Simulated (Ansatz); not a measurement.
Species: BNH3Br, charge 0, singlet. BNH3Br (SMILES B(Br)N).
B3LYP-D3(BJ)/def2-TZVP minimum from Ansatz (a first-principles code):
```
B
N 1 1.3817
H 2 1.0068 1 122.13
H 2 1.0073 3 114.43 1 -180.00
H 1 1.1846 2 122.15 3 0.00
Br 1 1.9441 5 118.22 2 180.00
```

Hartree-Fock and MP2 correlation energies in hartree (Ansatz). UHF or UKS for unpaired electrons; spin-orbit terms are left out. Correlated methods leave the cores frozen (noble-gas shells, and filled d and f shells in the p block). No relativity. Spin-orbit terms, left out, reach several kcal/mol for Br and I, and more for heavier atoms.

| basis | X | E(HF) | E(corr, MP2) |
|---|---|---|---|
| cc-pVTZ | 3 | -2653.45985 | -0.47719 |
| cc-pVQZ | 4 | -2653.46873 | -0.51679 |
| cc-pV5Z | 5 | -2653.47040 | withheld |

Question: Fit E(corr) = E∞ + A/X³ to X = 3 and 4, predict X = 5, and compare with the run.

Answer: A = (-0.47719 - (-0.51679))/(1/27 - 1/64) = 1.8494; E∞ = -0.51679 - A/64 = -0.54569; at X = 5, E∞ + A/125 = -0.53089. The run gave -0.53323, 2.34 mEh below the prediction. The same form on X = 4 and 5 gives E∞ = -0.55048, 4.79 mEh below the first estimate.
